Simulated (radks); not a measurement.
The numbers below are computed, except where a source is named.
Ionisation of neutral praseodymium, [Xe] 4f3 6s2, to Pr+, [Xe] 4f3 6s1, under several functionals. Dirac Kohn-Sham, spin-unpolarised, spherical densities, finite nucleus; open shells fill j = l - 1/2 first; a radial shooting solver on a logarithmic mesh with Libxc functionals.

functional                               E(Pr) (hartree)  Exc (hartree)  IE (eV)  -e(HOMO) (eV)  <r> HOMO (bohr)  IE error (eV)
BLYP                                          -9242.9229      -217.4311    5.644          1.111            1.208         +0.173
PW91                                          -9243.3226      -217.8460    5.749          1.388            1.201         +0.279
LDA (Slater exchange, VWN5 correlation)       -9235.4544      -209.8921    5.902          1.524            1.198         +0.432
PBEsol                                        -9238.7225      -213.1891    5.735          1.369            1.201         +0.265
AM05                                          -9235.6929      -210.1330    5.670          1.380            1.197         +0.200
PBE                                           -9242.1627      -216.6687    5.716          1.336            1.203         +0.246
BP86                                          -9243.5930      -218.1142    5.882          1.442            1.203         +0.412
RPBE                                          -9242.5429      -217.0536    5.623          1.320            1.202         +0.153
exchange-only LDA                             -9229.6895      -204.0428    5.084          0.317            1.229         -0.386

NIST Atomic Spectra Database: 5.470 eV (semi-empirical). Closest: RPBE. The Delta-SCF values span 0.82 eV, the total energies 13.90 hartree. The highest occupied level is 4f5/2. Spin polarisation and multiplet splitting are left out, so open shells lie too high by an amount that depends on their filling.

Beside tabulated values, note that spin-unpolarised runs miss the spin-polarisation part of the exchange energy of open shells.
